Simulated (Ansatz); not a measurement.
Consider the formal exchange of groups at a C–S bond: `NCS[SiH3]` + `CN[SiH3]` → `CN[SiH2]CN` + `[SiH3]S`.

Program: Ansatz. Geometries: PBE0-D4/def2-TZVP. ΔE: electronic, gas phase. CCSD(T)/CBS adds triple-zeta CCSD(T) − MP2 to the extrapolated MP2 energy (def2 sets, frozen cores). One conformer a species, not always the lowest.

```csv
species,CCSD/CBS(def2) energy (Eh)
`NCS[SiH3]`,-783.79437
`CN[SiH3]`,-386.02984
`CN[SiH2]CN`,-480.58030
`[SiH3]S`,-689.25997
```

(1) Work out ΔE.

Largest T1 diagnostic among the species: 0.011.

Results:

(1) ΔE = (-480.58030) + (-689.25997) − (-783.79437) − (-386.02984) = -0.01606 Eh = -10.1 kcal/mol. CCSD(T)/CBS gives -9.8 kcal/mol.

In def2-TZVPP, CCSD(T) changes the Hartree–Fock value by −1.2 kcal/mol (the triples alone add +0.3 kcal/mol) and MP2 by −0.8 kcal/mol.
